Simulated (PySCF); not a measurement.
## Ce²⁺: ionisation energy

Ce²⁺ [Xe] 4f2 (high-spin determinant) → Ce³⁺ [Xe] 4f1 (2F), as a difference of total energies. All numbers are calculated (PySCF 2.14, the spin-free X2C one-electron Hamiltonian (Gaussian nucleus), in x2c-TZVPPall (11s7p7d4f2g, 113 functions)). Correlated levels: valence: [Kr] 4d10 frozen. The calculations carry no spin-orbit coupling.

```
           method  ionisation energy (eV)
              UHF                  17.985
    MP2 (valence)                  19.097
SCS-MP2 (valence)                  18.868
   CCSD (valence)                  19.100
CCSD(T) (valence)                  19.183
```

Task: How much does correlation contribute at CCSD(T) (valence)?

Result: 19.183 − (17.985) = 1.198 eV, measured against UHF.

A first-order spin-orbit estimate (lowest level to lowest level, LS coupling) adds 0.061 eV.

Errors of the correlated levels include the incompleteness of this basis and the frozen core.

The determinant of Ce²⁺ mixes LS terms, which raises its energy above the lowest term, most at the Hartree-Fock and MP2 levels.

For comparison: 20.197 eV (semi-empirical (NIST evaluation); NIST Atomic Spectra Database, ionization energies).
